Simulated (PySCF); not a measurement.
Sn (tin, neutral) across methods

[Kr] 4d10 5s2 5p1 6s1, high-spin 3P determinant (an excited configuration). Computed with PySCF 2.14 in aug-cc-pVQZ-PP with one added diffuse shell each of s, p, d, f, g type with ECP28MDF (8s8p6d4f3g, 117 functions), with scalar relativity through the core potential.

```
   method  E (hartree)  mean ε 5s β (eV)  mean ε 5p α (eV)  mean ε 6s α (eV)  Σ⟨r²⟩ (bohr²)   ⟨S²⟩
     PBE0    -214.1064           -14.131            -7.580            -2.212          99.04  2.003
      UHF   -213.19195           -15.886           -10.118            -2.816          108.3  2.011
   r2SCAN    -214.1712           -13.465            -6.931            -1.887          98.14  2.005
CAM-B3LYP    -214.0802           -15.669            -8.739            -2.578          100.5  2.003
      LDA    -213.7582           -13.616            -6.606            -1.932          96.14  2.001
      M06    -214.1764           -14.735            -7.229            -2.061          98.86  2.001
      PBE    -214.1011           -13.229            -6.568            -1.909          97.70  2.002
```

**Question.** Estimate the same row for wB97M-V.

**Answer.** E (hartree) = -214.0534; mean ε 5s β (eV) = -16.398; mean ε 5p α (eV) = -9.591; mean ε 6s α (eV) = -2.916; Σ⟨r²⟩ (bohr²) = 101.7; ⟨S²⟩ = 2.003.

Energies and moments cover only the electrons outside the core potential. The outer electron is Rydberg-like, and this basis confines it to a smaller radius and binds it less than a complete one would.
